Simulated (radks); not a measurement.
The mean radii <r> (bohr) of the occupied orbitals of an atom or ion are listed with their occupations. Calculated with a radial shooting solver on a logarithmic mesh with Libxc functionals: Dirac Kohn-Sham, Slater X-alpha with alpha = 0.805, spin-unpolarised, spherical densities, finite nucleus; Fermi nuclear charge, rms radius of each element as measured or else 0.836 A^(1/3) + 0.57 fm.

| orbital | occ. | <r> |
|---|---|---|
| 1s1/2 | 2 | 0.01659 |
| 2s1/2 | 2 | 0.06921 |
| 2p1/2 | 2 | 0.05685 |
| 2p3/2 | 4 | 0.06551 |
| 3s1/2 | 2 | 0.1799 |
| 3p1/2 | 2 | 0.1701 |
| 3p3/2 | 4 | 0.1860 |
| 3d3/2 | 4 | 0.1617 |
| 3d5/2 | 6 | 0.1666 |
| 4s1/2 | 2 | 0.3983 |
| 4p1/2 | 2 | 0.3999 |
| 4p3/2 | 4 | 0.4341 |
| 4d3/2 | 4 | 0.4406 |
| 4d5/2 | 6 | 0.4517 |
| 5s1/2 | 2 | 0.8975 |
| 4f5/2 | 6 | 0.4749 |
| 4f7/2 | 8 | 0.4816 |
| 5p1/2 | 2 | 0.9647 |
| 5p3/2 | 4 | 1.061 |
| 5d3/2 | 4 | 1.387 |
| 5d5/2 | 6 | 1.439 |

Name the element and its charge. Open shells, if any, fill j = l - 1/2 first.

Answer. Z = 80, mercury, charge +2: Hg2+ in [Xe] 4f14 5d10. The 1s radius gives Z: for a bare nucleus <r> = (2 gamma + 1)/(2Z) with gamma = sqrt(1 - (Z/c)^2), 0.0164 bohr for Z = 80, and screening makes it slightly larger (0.01659 here). The occupations add up to 78, and the charge is Z minus that.
